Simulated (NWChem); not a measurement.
All runs are NWChem calculations. System: heptafluoropropane (C3HF7), charge 0, spin multiplicity 1, at a geometry optimised with PBE0/def2-SVP. Level: RHF/def2-SVP.

Output (cleaned and shortened):

```
             Northwest Computational Chemistry Package (NWChem) 7.3.0
             --------------------------------------------------------

                                NWChem Input Module
                                -------------------

 Scaling coordinates for geometry "geometry" by  1.889725989
 (inverse scale =  0.529177249)

 Turning off AUTOSYM since
 SYMMETRY directive was detected!

                             Geometry "geometry" -> ""
                             -------------------------

 Output coordinates in angstroms (scale by  1.889725989 to convert to a.u.)

  No.       Tag          Charge          X              Y              Z
 ---- ---------------- ---------- -------------- -------------- --------------
    1 F                    9.0000     1.81131300     0.07696000     0.00000000
    2 C                    6.0000     0.52721900     0.50963800     0.00000000
    3 C                    6.0000    -0.14065700     0.02756600    -1.28866800
    4 F                    9.0000     0.53634600     0.49804100    -2.33054200
    5 F                    9.0000    -1.38865400     0.48069200    -1.35819700
    6 F                    9.0000    -0.16288200    -1.29501700    -1.36931900
    7 C                    6.0000    -0.14065700     0.02756600     1.28866800
    8 F                    9.0000    -0.16288200    -1.29501700     1.36931900
    9 F                    9.0000     0.53634600     0.49804100     2.33054200
   10 F                    9.0000    -1.38865400     0.48069200     1.35819700
   11 H                    1.0000     0.49618200     1.61185700     0.00000000

 Effective nuclear repulsion energy (a.u.)     665.4826222045

            Nuclear Dipole moment (a.u.)
            ----------------------------
        X                 Y               Z
 ---------------- ---------------- ----------------
     0.0000170075     0.0000094486     0.0000000000

      Symmetry information
      --------------------

 Group name             Cs
 Group number              2
 Group order               2
 No. of unique centers     7

      Symmetry unique atoms

     1    2    3    4    5    6   11


 Summary of "ao basis" -> "" (spherical)
 ------------------------------------------------------------------------------
       Tag                 Description            Shells   Functions and Types
 ---------------- ------------------------------  ------  ---------------------
 *                          def2-svp                  on all atoms
[...]
   141      0.305252  11 H  s                 8     -0.258847   1 F  py
    22      0.150033   2 C  py

 Vector   41  Occ=2.000000D+00  E=-5.801666D-01  Symmetry=a"
              MO Center=  3.1D-01,  1.7D-01, -3.8D-13, r^2= 3.1D+00
   Bfn.  Coefficient  Atom+Function         Bfn.  Coefficient  Atom+Function
  ----- ------------  ---------------      ----- ------------  ---------------
    20      0.356870   2 C  pz                6      0.294398   1 F  pz
     9     -0.234612   1 F  pz               34     -0.217819   3 C  pz
    90     -0.217819   7 C  pz               48     -0.192958   4 F  pz
   118     -0.192958   9 F  pz

 Vector   42  Occ=0.000000D+00  E= 1.739952D-01  Symmetry=a'
              MO Center=  4.7D-01,  1.9D+00,  2.3D-14, r^2= 2.7D+00
   Bfn.  Coefficient  Atom+Function         Bfn.  Coefficient  Atom+Function
  ----- ------------  ---------------      ----- ------------  ---------------
   142      2.311320  11 H  s                17     -1.960405   2 C  s
    22     -1.043753   2 C  py               31      0.397908   3 C  s
    87      0.397908   7 C  s                21      0.347757   2 C  px
    19     -0.280104   2 C  py

 Vector   43  Occ=0.000000D+00  E= 2.216839D-01  Symmetry=a'
              MO Center=  3.7D-01,  3.8D-01, -2.2D-13, r^2= 2.7D+00
   Bfn.  Coefficient  Atom+Function         Bfn.  Coefficient  Atom+Function
  ----- ------------  ---------------      ----- ------------  ---------------
    21      0.813335   2 C  px                3     -0.619133   1 F  s
    35      0.341821   3 C  px               91      0.341821   7 C  px
     7      0.334565   1 F  px              142     -0.310094  11 H  s
    18      0.296259   2 C  px               17      0.285663   2 C  s
    59      0.248604   5 F  s               129      0.248604  10 F  s

 Vector   44  Occ=0.000000D+00  E= 3.051790D-01  Symmetry=a"
              MO Center=  1.7D-01,  3.9D-01,  1.3D-14, r^2= 3.2D+00
   Bfn.  Coefficient  Atom+Function         Bfn.  Coefficient  Atom+Function
  ----- ------------  ---------------      ----- ------------  ---------------
    23      1.426574   2 C  pz               31      0.917692   3 C  s
    87     -0.917692   7 C  s                37      0.852470   3 C  pz
    93      0.852470   7 C  pz               35      0.477523   3 C  px
    91     -0.477523   7 C  px               36     -0.444986   3 C  py
    92      0.444986   7 C  py               73     -0.407482   6 F  s

 center of mass
 --------------
 x =  -0.00790363 y =  -0.02394390 z =  -0.00000000

 moments of inertia (a.u.)
 ------------------
        1697.460034190613           2.221823884220          -0.000000000000
           2.221823884220        1925.400893434246          -0.000000000000
          -0.000000000000          -0.000000000000         854.780799522775

  Mulliken analysis of the total density
  --------------------------------------

    Atom       Charge   Shell Charges
 -----------   ------   -------------------------------------------------------
    1 F    9     9.34   1.99  1.12  0.82  3.33  2.06  0.01
    2 C    6     5.83   1.99  0.92  0.21  2.00  0.63  0.09
    3 C    6     5.12   1.99  0.91 -0.03  1.78  0.27  0.21
    4 F    9     9.28   1.99  1.13  0.80  3.34  2.01  0.01
    5 F    9     9.28   1.99  1.13  0.80  3.34  2.01  0.01
    6 F    9     9.28   1.99  1.13  0.80  3.34  2.00  0.01
    7 C    6     5.12   1.99  0.91 -0.03  1.78  0.27  0.21
    8 F    9     9.28   1.99  1.13  0.80  3.34  2.00  0.01
    9 F    9     9.28   1.99  1.13  0.80  3.34  2.01  0.01
   10 F    9     9.28   1.99  1.13  0.80  3.34  2.01  0.01
   11 H    1     0.90   0.76  0.12  0.02

       Multipole analysis of the density wrt the origin
       ------------------------------------------------

     L   x y z        total         open         nuclear
     -   - - -        -----         ----         -------
     0   0 0 0     -0.000000      0.000000     82.000000

     1   1 0 0     -0.014961      0.000000      0.000017
     1   0 1 0      0.669193      0.000000      0.000009
     1   0 0 1      0.000000      0.000000      0.000000

     2   2 0 0    -41.740742      0.000000    257.277674
     2   1 1 0      0.744959      0.000000      0.749002
     2   1 0 1     -0.000000      0.000000      0.000000
     2   0 2 0    -37.875184      0.000000    153.663285
     2   0 1 1     -0.000000      0.000000      0.000000
     2   0 0 2    -41.716106      0.000000    659.392939

 Task  times  cpu:        5.2s     wall:        5.2s

 Total times  cpu:        5.2s     wall:        5.2s
```

Problem. Write an NWChem input that would produce this output.

Solution. This is not unique; one that fits is 
```
start mol
memory heap 200 mb stack 900 mb global 1100 mb
geometry units angstroms nocenter noautoz
  F      1.811313     0.076960     0.000000
  C      0.527219     0.509638     0.000000
  C     -0.140657     0.027566    -1.288668
  F      0.536346     0.498041    -2.330542
  F     -1.388654     0.480692    -1.358197
  F     -0.162882    -1.295017    -1.369319
  C     -0.140657     0.027566     1.288668
  F     -0.162882    -1.295017     1.369319
  F      0.536346     0.498041     2.330542
  F     -1.388654     0.480692     1.358197
  H      0.496182     1.611857     0.000000
  symmetry group Cs
end
basis spherical
  * library def2-svp
end
scf
  rhf
  nopen 0
  maxiter 100
  thresh 1e-7
  semidirect memsize 60000000 filesize 0
end
task scf energy
```
